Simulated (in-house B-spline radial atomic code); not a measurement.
Configurations of Te II (Te+), with energies counted from [Kr] 4d10 5s2 5p3. All numbers are computed (scalar-relativistic (X2C) B3LYP, spin-polarised, spherical fractional occupations, exact exchange averaged over the configuration; Fermi nucleus of rms radius 4.7423 fm) with a B-spline radial code for spherical atoms, not measured. Shells without spins written out take the highest spin.

Occupations are held fixed; configurations that lie above the ionisation limit could autoionise.

```json
{"configuration": "[Kr] 4d10 5s2 5p2 5d1", "E - E(ref) (eV)": "10.793", "highest orbital": "5d up", "its <r> (bohr)": "4.031"}
{"configuration": "[Kr] 4d10 4f1 5s2 5p2", "E - E(ref) (eV)": "14.949", "highest orbital": "4f up", "its <r> (bohr)": "7.657"}
{"configuration": "[Kr] 4d10 5s1 5p3 5f1", "E - E(ref) (eV)": "24.03", "highest orbital": "5f up", "its <r> (bohr)": "12.44"}
{"configuration": "[Kr] 4d9 4f1 5s2 5p3", "E - E(ref) (eV)": "54.643", "highest orbital": "4f up", "its <r> (bohr)": "7.099"}
{"configuration": "[Ar] 3d9 4s2 4p6 4d10 5s2 5p4", "E - E(ref) (eV)": "573.39", "highest orbital": "5p down", "its <r> (bohr)": "2.367"}
```

**Question.** Order these further configurations by energy, lowest first.
A. [Ar] 3d10 4s2 4p5 4d10 5s2 5p3 5d1
B. [Kr] 4d10 5s1 5p3 5d1
C. [Kr] 4d9 5s2 5p3 5f1
D. [Ar] 3d10 4s2 4p5 4d10 4f1 5s2 5p3
E. [Kr] 4d10 5s1 5p3 6f1

**Answer.** B (18.447 eV), E (24.777 eV), C (55.715 eV), A (125.61 eV), D (130.27 eV).

**Question.** How far above the reference does [Kr] 4d9 5s2 5p3 6p1 lie?

**Answer.** 51.721 eV; its least bound orbital is 6p up with <r> = 5.897 bohr.
